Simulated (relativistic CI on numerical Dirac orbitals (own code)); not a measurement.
Hyperfine structure of F III, mass number 19

Calculated at this level of theory: Dirac-Coulomb-Breit CI, orbitals from a KLI potential per configuration, a model potential for QED, valence Slater integrals scaled by 0.85, P86 correlation energy added to each configuration (own radial code, finite nucleus).

CI space (outside the closed core 1s2): 2s2.2p3, 2s.2p4, 2p5, 2s2.2p2.3s, 2s2.2p2.3p, 2s2.2p2.3d, 2s2.2p2.4s, 2s2.2p2.4p, 2s2.2p2.4d, 2s2.2p2.4f, 2s2.2p.3s2, 2s.2p3.3s, 2p4.3s, 2s2.2p.3s.3p, 2p4.3p, 2s.2p3.3p. Levels of other configurations are missing.

Nuclear spin I = 1/2, μ = 2.62832 μN (tables of Stone and Pyykkö). The electronic factors are computed for point nuclear moments, without core polarisation; leaving it out makes A of s and p electrons in near-neutral atoms 20 to 40 % too small, and it can dominate for d and f shells.

| Level | E (cm⁻¹) | A (MHz) |
| --- | --- | --- |
| 2s2.2p3 2D°_5/2 | 32546.2 | 5177 |
| 2s2.2p3 2D°_3/2 | 32577.9 | 3184 |
| 2s2.2p3 2P°_1/2 | 45964.1 | 13860 |
| 2s2.2p3 2P°_3/2 | 45965.2 | 2990 |
| 2s.2p4 4P_5/2 | 155975.6 | 14120 |
| 2s.2p4 4P_3/2 | 156307.9 | 14080 |
| 2s.2p4 4P_1/2 | 156481.3 | 30290 |
| 2s.2p4 2D_5/2 | 214448.1 | 15660 |

Levels with J = 0, under 50 % of one LS term, or S terms without an open s electron are left out. Small factors come from cancelling terms and can be off by tens of per cent or more.

Correlation outside the listed configurations is missing or only estimated: errors of thousands of cm⁻¹ between configurations and terms are usual at this charge. Rates and lifetimes follow the computed energies and can be off by large factors. The fine structure of a lone outer electron comes out too small, for d and f at times inverted, and misplaced configurations move strength between like terms. 66 of the 68 excited levels that our extract of the measured tables holds in this range could be paired (the sources list more); they are missed by 3079 cm⁻¹ on average and 23209 at most, and levels without a partner can miss by more. Some levels of the ground configuration have no partner and can miss by 10 % or more.

Problem. Give the hyperfine levels of 2s2.2p3 2D°_5/2 relative to its centre of gravity.

Solution. With K = F(F + 1) − I(I + 1) − J(J + 1), E = AK/2: F = 2: -9060, F = 3: 6472 MHz.
